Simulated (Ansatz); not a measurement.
Mn(NH2)2 (MnN₂H₄), relaxed as a sextet with UKS r2SCAN-D4/def2-TZVP in Ansatz, starting from the GFN2-xTB geometry. Force threshold 0.02 eV/Å.

The relaxation made no stability test and no search for a lower SCF solution.

Start:

Cartesian coordinates in Å:
```
Mn 0.8039 -0.3590 0.5588
N -0.3829 0.9939 1.2300
H -1.1980 1.4324 0.8060
H -0.2908 1.4200 2.1492
N 0.4107 -1.0032 -1.2065
H 0.9718 -1.7208 -1.6589
H -0.3147 -0.7633 -1.8787
```

Q: Estimate the energy that the relaxation releases and the steps that it takes.

A: 78.2 kJ/mol, in 11 steps; 43 s on 4 threads of AMD EPYC 7571 on a shared host. The force fell under the threshold at step 9, but the optimiser went on. No frequencies were taken in this run, so the end may be a saddle point.

Q: Does the start keep its bonding and symmetry?

A: By distances, no bond broke or formed. The bond that changes most is Mn1–N2, from 1.92 to 1.88 Å (atoms count from 1). Point group C2v at the start, D2d at the end, both within 0.05 Å.

Q: Predict the relaxed structure.

A: 
Cartesian coordinates in Å:
```
Mn -0.001 -0.003 0.002
N -0.479 1.144 1.418
H -1.414 1.292 1.774
H 0.153 1.719 1.958
N 0.478 -1.144 -1.418
H 0.735 -2.119 -1.339
H 0.528 -0.888 -2.395
```
Bond lengths: 2 × Mn–N 1.88 Å; 4 × H–N 1.01 Å.
